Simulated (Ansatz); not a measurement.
`C[S+](C)[Al-]([F])([F])[F]`, charge 0, multiplicity 1.

Q: Give a relaxed structure at PBE0-D4/def2-TZVP (Ansatz). (An estimate is asked.)

A: Ansatz gave: 
Z-matrix (Å, degrees):
```
C
S 1 1.799
H 1 1.089 2 109.3
H 1 1.090 2 106.7 3 -118.6
H 1 1.089 2 110.0 3 122.4
C 2 1.799 1 101.5 3 -67.8
Al 2 2.386 1 98.8 3 -168.6
H 6 1.089 2 110.0 1 -54.3
H 6 1.089 2 109.3 1 68.1
H 6 1.090 2 106.7 1 -173.3
F 7 1.653 2 101.3 1 169.5
F 7 1.653 2 101.5 1 -67.4
F 7 1.663 2 98.6 1 51.1
```
Point group Cs.
This is one stationary point; other conformers may exist.
